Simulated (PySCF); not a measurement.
A structure optimised at PBE0-D3(BJ)/def2-SVP, used in a PySCF frequency run:

```xyz
8

Nb     0.1339    -0.1821     0.0000
O      1.6836    -0.8257     0.0000
Cl    -0.2535     0.9499    -1.9595
Cl    -0.2535     0.9499     1.9595
C     -1.0806    -1.9211     0.0000
H     -0.8551    -2.5288    -0.8929
H     -2.1479    -1.6426     0.0000
H     -0.8551    -2.5288     0.8929
```

Problem. Write its SMILES, formula and point group.

Solution. [CH3][Nb](=[O])([Cl])[Cl], CH3Cl2NbO, Cs

Problem. What are its rotational constants (standard atomic weights)?

Solution. 2.4153, 1.4680, 1.2248 GHz
